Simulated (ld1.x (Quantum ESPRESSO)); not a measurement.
Scattering properties, PAW potential for nitrogen

ld1.x (Quantum ESPRESSO) 7.5 input, shortened:

```
&input
   title='N', zed=7., rel=0, dft='PBESOL', iswitch=3,
   config='[He] 2s2 2p1 3d-2'
 /
 &inputp
   pseudotype=3, lpaw=.true., tm=.true., lloc=-1, rcloc=1.00,
   nlcc=.true.,
   which_augfun='PSQ', rmatch_augfun_nc=.true.
 /
6
2S  1  0   2.00   0.00  0.65  0.75  0.0
2S  1  0   0.00  -1.90  0.65  0.75  0.0
2P  2  1   1.00   0.00  1.50  2.05  0.0
2P  2  1   0.00   1.70  1.50  2.05  0.0
3D  3  2  -2.00  -0.10  1.70  2.20  0.0
3D  3  2  -2.00   2.35  1.70  2.20  0.0
 &test
   configts(1)='2s2 2p1'
 /
```

The phase is arctan(r·u′/u) with u = r·R(r), unwrapped; energies in Ry, scanned from -6 to 5 Ry. A pole is an energy at which the radial function vanishes at the test radius. The pseudo phase is shifted by a multiple of π to meet the all-electron one at the reference energy, and phase errors are pseudo minus all-electron; the curves can meet again beyond the range given. Levels narrower than the energy grid can be missing from the lists of poles.

**Question.** For each channel, where are the poles, and over which energies does the pseudopotential scatter like the atom?

**Answer.**

```csv
channel,radius (bohr),reference energy (Ry),"poles, all-electron","poles, pseudo",unbroken range about the reference energy with phases within 0.05 rad,phase error 1 Ry above the reference energy (rad)
s,2.39,-3.60,"-3.41, 3.30","-3.41, 3.31",the whole range,-0.000
p,2.39,-2.75,"-2.55, 3.11","-2.55, 3.08",the whole range,-0.003
d,2.39,-0.10,1.67,1.67,the whole range,-0.000
```

Phases in the s channel:

```
E (Ry)  all-electron  pseudo
 -6.00         1.351   1.351
 -5.74         1.341   1.341
 -5.48         1.329   1.329
 -5.22         1.315   1.315
 -4.96         1.296   1.296
 -4.70         1.270   1.270
 -4.44         1.229   1.229
 -4.18         1.149   1.149
 -3.92         0.887   0.887
 -3.66        -0.982  -0.982
 -3.40        -1.578  -1.578
 -3.14        -1.699  -1.699
 -2.88        -1.759  -1.759
 -2.62        -1.802  -1.802
 -2.36        -1.840  -1.840
 -2.10        -1.879  -1.879
 -1.84        -1.923  -1.923
 -1.58        -1.976  -1.976
 -1.32        -2.044  -2.044
 -1.06        -2.137  -2.137
 -0.80        -2.275  -2.275
 -0.54        -2.492  -2.491
 -0.28        -2.838  -2.837
 -0.02        -3.313  -3.312
  0.24        -3.761  -3.760
  0.50        -4.064  -4.063
  0.76        -4.252  -4.252
  1.02        -4.374  -4.373
  1.28        -4.457  -4.456
  1.54        -4.517  -4.517
  1.80        -4.564  -4.563
  2.06        -4.600  -4.600
  2.32        -4.630  -4.630
  2.58        -4.656  -4.655
  2.84        -4.678  -4.678
  3.10        -4.698  -4.698
  3.36        -4.717  -4.716
  3.62        -4.734  -4.733
  3.88        -4.750  -4.749
  4.14        -4.766  -4.765
  4.40        -4.782  -4.782
  4.66        -4.799  -4.798
  4.92        -4.816  -4.815
```
